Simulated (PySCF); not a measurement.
**Name the molecule from its bond curve**

A diatomic of charge +1 contains Ca. Its quartet curve at PBE0 in a double-zeta basis (no relativity, PySCF), in eV from the separated fragments:

(R (Å), E (eV)): (1.864, -1.930), (1.950, -2.363), (2.037, -2.608), (2.102, -2.696), (2.167, -2.721), (2.232, -2.695), (2.319, -2.603), (2.427, -2.421), (2.557, -2.144), (2.730, -1.735)

The fit gives ωe = 593 cm⁻¹ and the rotational constant Bₑ = 0.3901 cm⁻¹.

Q: Which atom is the partner?

A: The minimum lies at 2.164 Å, so the reduced mass is 16.8576 u Å² cm⁻¹/(Bₑ·Re²) = 9.228 u. With Ca at 39.96 u the partner weighs about 12.0 u: C. The molecule is CaC⁺.

The state was picked by a PBE0 search and need not be the measured ground state.
